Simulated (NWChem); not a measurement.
Species: ZnGeH4S; SMILES [SH][Zn][GeH3]

```xyz
7

Zn    -0.0129     0.5855    -0.0006
S     -0.0449     2.7802     0.0005
H      1.3064     2.8521     0.0008
Ge    -0.0058    -1.8050     0.0001
H      0.5128    -2.3826    -1.3339
H      0.8919    -2.3777     1.1177
H     -1.4210    -2.3802     0.2206
```
Atoms are numbered in this order, from 1.

Results from NWChem. Geometry: optimised at PBE0/def2-SVP. Ions are spin-unrestricted doublets at the neutral geometry; other ion states weren't tried.

Q: What does the run give for PBE0/def2-SVP? Quantities: vertical ionisation energy, ΔSCF (eV); −ε(HOMO) (eV).

A: 
- vertical ionisation energy, ΔSCF (eV): 9.36
- −ε(HOMO) (eV): 6.97
